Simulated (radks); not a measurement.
Q: The hafnium ion Hf4+, 68 electrons, occupied as [Xe] 4f14. Calculated with a radial shooting solver on a logarithmic mesh with Libxc functionals: Dirac Kohn-Sham, PBE, spin-unpolarised, spherical densities, finite nucleus; Fermi nuclear charge, rms radius 5.347 fm. Some entries of the table are withheld. Estimate them.

| orbital | occ. | eigenvalue (hartree) | r(max) (bohr) |
|---|---|---|---|
| 1s1/2 | 2 | -2396.778 | (1) |
| 2s1/2 | 2 | -410.9096 | 0.06826 |
| 2p1/2 | 2 | -392.5902 | 0.05091 |
| 2p3/2 | 4 | -348.7920 | 0.05754 |
| 3s1/2 | 2 | -94.78491 | 0.1924 |
| 3p1/2 | 2 | -86.64646 | 0.1804 |
| 3p3/2 | 4 | -77.25992 | 0.1940 |
| 3d3/2 | 4 | -63.45964 | 0.1524 |
| 3d5/2 | 6 | -61.41222 | 0.1562 |
| 4s1/2 | 2 | -20.29950 | 0.4379 |
| 4p1/2 | 2 | (2) | 0.4383 |
| 4p3/2 | 4 | (3) | 0.4673 |
| 4d3/2 | 4 | -9.32539 | 0.4660 |
| 4d5/2 | 6 | -8.93233 | 0.4753 |
| 5s1/2 | 2 | -3.95567 | 1.014 |
| 5p1/2 | 2 | -2.99550 | 1.094 |
| 5p3/2 | 4 | -2.69492 | 1.176 |
| 4f5/2 | 6 | -2.16082 | 0.4521 |
| 4f7/2 | 8 | -2.09635 | 0.4573 |

A: 
(1) 1s1/2 r(max) (bohr): 0.01190
(2) 4p1/2 eigenvalue (hartree): -16.96224
(3) 4p3/2 eigenvalue (hartree): -14.81544
